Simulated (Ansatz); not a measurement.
Geometry optimisation, Ansatz 0.2.0, RKS revPBE-D4/6-31G*.

Input file:

```yaml
crystal:
  periodic: [false, false, false]
  atoms:
    - { symbol: Si, position_ang: [0.0, 0.0, 0.0] }
    - { symbol: O, position_ang: [0.0, 0.0, 1.68] }
    - { symbol: C, position_ang: [-1.1112, -0.3437, 2.4945] }
    - { symbol: H, position_ang: [-1.814, -0.9775, 1.9143] }
    - { symbol: H, position_ang: [-0.7584, -0.9037, 3.3856] }
    - { symbol: H, position_ang: [-1.6313, 0.5809, 2.8212] }
    - { symbol: C, position_ang: [1.7634, 0.0, -0.6227] }
    - { symbol: H, position_ang: [2.1111, -1.0463, -0.7509] }
    - { symbol: H, position_ang: [1.8119, 0.5276, -1.5981] }
    - { symbol: H, position_ang: [2.4154, 0.5187, 0.1108] }
    - { symbol: C, position_ang: [-0.8808, 1.5259, -0.6227] }
    - { symbol: H, position_ang: [-1.9334, 1.2723, -0.8671] }
    - { symbol: H, position_ang: [-0.8624, 2.3106, 0.1622] }
    - { symbol: H, position_ang: [-0.3704, 1.9025, -1.5336] }
    - { symbol: C, position_ang: [-0.8808, -1.5259, -0.6227] }
    - { symbol: H, position_ang: [-1.3804, -2.0377, 0.2261] }
    - { symbol: H, position_ang: [-1.6409, -1.2332, -1.3768] }
    - { symbol: H, position_ang: [-0.1449, -2.2146, -1.0879] }
basis:
  gaussian: { orbitals: "6-31G*" }
hamiltonian:
  xc: revpbe
  dispersion: d4
relax:
  f_tol: 0.02
  max_steps: 40
output:
  orbitals: {}
```

Launched with:

```bash
$ ansatz run input.yaml --threads 2 --pin off --max-ram 3072MiB --backend cpu --events-out ev --progress --plain --runs-dir out
```

**Question.** Where does it end, and by what steps?

**Answer.** The run converged. The force dipped under the threshold on the way, but the program's further checks kept it going. After 15 steps the energy has fallen by 0.282 eV; H16 moved furthest, 0.98 Å.

| step | energy less start (eV) | largest force component (eV/Å) | accepted |
| --- | --- | --- | --- |
| 0 | 0.0000 | 0.630 | yes |
| 1 | -0.1436 | 0.290 | yes |
| 2 | -0.1755 | 0.232 | yes |
| 3 | -0.2086 | 0.227 | yes |
| 4 | -0.2350 | 0.243 | yes |
| 5 | -0.2474 | 0.283 | yes |
| 6 | -0.2718 | 0.162 | yes |
| 7 | -0.2785 | 0.098 | yes |
| 8 | -0.2745 | 0.333 | no |
| 9 | -0.2622 | 0.542 | no |
| 10 | -0.2801 | 0.010 | yes |
| 11 | -0.2812 | 0.052 | yes |
| 12 | -0.2817 | 0.033 | yes |
| 13 | -0.2822 | 0.018 | yes |
| 14 | -0.2824 | 0.025 | yes |
| 15 | -0.2824 | 0.010 | yes |

```xyz
18
Properties=species:S:1:pos:R:3
Si -0.004 -0.060 -0.016
O 0.108 -0.277 1.662
C -1.065 -0.390 2.466
H -1.691 -1.258 2.172
H -0.748 -0.533 3.514
H -1.694 0.523 2.415
C 1.784 0.038 -0.606
H 2.334 -0.886 -0.355
H 1.833 0.176 -1.700
H 2.311 0.884 -0.132
C -0.936 1.542 -0.415
H -1.979 1.516 -0.052
H -0.440 2.414 0.046
H -0.971 1.712 -1.506
C -0.898 -1.529 -0.815
H -1.941 -1.619 -0.464
H -0.928 -1.416 -1.914
H -0.382 -2.478 -0.588
```

Whether the end is a true minimum wasn't checked by a vibrational analysis.

Run time: 110 s on 2 threads of Intel(R) Xeon(R) Processor @ 2.50GHz (Skylake/Cascade Lake), with other jobs on the host, peak memory 0.19 GiB.
